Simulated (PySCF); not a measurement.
How methods differ on the ionisation energy of Ir²⁺

Ir²⁺ [Xe] 4f14 5d7 (4F) → Ir³⁺ [Xe] 4f14 5d6 (5D), as a difference of total energies. Computed with PySCF 2.14 in aug-cc-pVDZ-PP with ECP60MDF (5s5p4d2f, 54 functions), with a scalar-relativistic core potential. Correlated levels: valence: 5s2 5p6 frozen. The calculations carry no spin-orbit coupling.

```tsv
method	ionisation energy (eV)
UHF	27.486
MP2 (valence)	28.581
SCS-MP2 (valence)	28.675
CCSD (valence)	28.591
CCSD(T) (valence)	28.627
```

Task: How much does correlation contribute at CCSD(T) (valence)?

Result: 28.627 − (27.486) = 1.141 eV, measured against UHF.

The reference lies between the lowest fine-structure levels, while these numbers refer to the centres of the terms.

Errors of the correlated levels include the incompleteness of this basis and the frozen core.

For comparison: 28 ± 1.6 eV (theoretical estimate listed by NIST; NIST Atomic Spectra Database, ionization energies).
